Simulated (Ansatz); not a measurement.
Total energies of AlH₄SbSi (`[AlH]1[SiH2][SbH]1`).

```xyz
7

Al   -0.527   -1.095    0.456
Si   -0.213    0.859   -0.817
Sb    1.913   -0.247    0.266
H    -1.401   -2.167    1.216
H    -0.477    2.290   -0.508
H    -0.084    0.672   -2.286
H     0.790   -0.312    1.674
```

The species carries charge 0 and has multiplicity 1. Correlated methods include outer-core shells of Sb, which these sets cover unevenly. Sb: def2 effective core potential. The structure was optimised at the PBE0-D4/def2-TZVP level. Basis def2-TZVPP, the Gaussian-basis code of Ansatz.

RPA on PBE orbitals: Hartree–Fock energy of these orbitals -772.38020 Eh, correlation -0.89305 Eh (frozen core).

| functional | energy without D4 (Eh) | D4 term (kJ/mol) |
| --- | --- | --- |
| PBE | -774.28434 | -18.6 |
| BLYP | -774.51755 | -39.0 |
| r2SCAN | -774.61781 | -3.9 |
| B97M-V | -774.44837 | – |
| PBE0 | -774.34783 | -15.9 |
| r2SCAN0 | -774.57812 | -4.9 |
| HSE06 (plane-wave form) | -774.33315 | -15.2 |
| BHLYP | -774.50335 | -30.6 |
| CAM-B3LYP | -774.56359 | -16.7 |
| B2PLYP | -774.12241 | – |

**Question.** Give the same for LDA (SPW92), revPBE, B3LYP, r2SCANh, LC-ωPBE, ωB97X-V, ωB97M-V, PBE-QIDH. (An estimate is asked.)

**Answer.** Computed: 
```json
{"functional": "LDA (SPW92)", "energy without D4 (Eh)": "-771.97552", "D4 term (kJ/mol)": "–"}
{"functional": "revPBE", "energy without D4 (Eh)": "-774.51552", "D4 term (kJ/mol)": "-43.1"}
{"functional": "B3LYP", "energy without D4 (Eh)": "-774.70218", "D4 term (kJ/mol)": "-30.8"}
{"functional": "r2SCANh", "energy without D4 (Eh)": "-774.60158", "D4 term (kJ/mol)": "-4.4"}
{"functional": "LC-ωPBE", "energy without D4 (Eh)": "-774.42431", "D4 term (kJ/mol)": "–"}
{"functional": "ωB97X-V", "energy without D4 (Eh)": "-774.46657", "D4 term (kJ/mol)": "–"}
{"functional": "ωB97M-V", "energy without D4 (Eh)": "-774.48554", "D4 term (kJ/mol)": "–"}
{"functional": "PBE-QIDH", "energy without D4 (Eh)": "-773.96975", "D4 term (kJ/mol)": "–"}
```

B3LYP takes the VWN-RPA correlation (the form of Gaussian; ORCA's B3LYP/G). HSE06 is the plane-wave form, built on full-range PBE exchange. The double hybrids freeze the cores in their second-order part.

LC-ωPBE has ω = 0.4 bohr⁻¹.
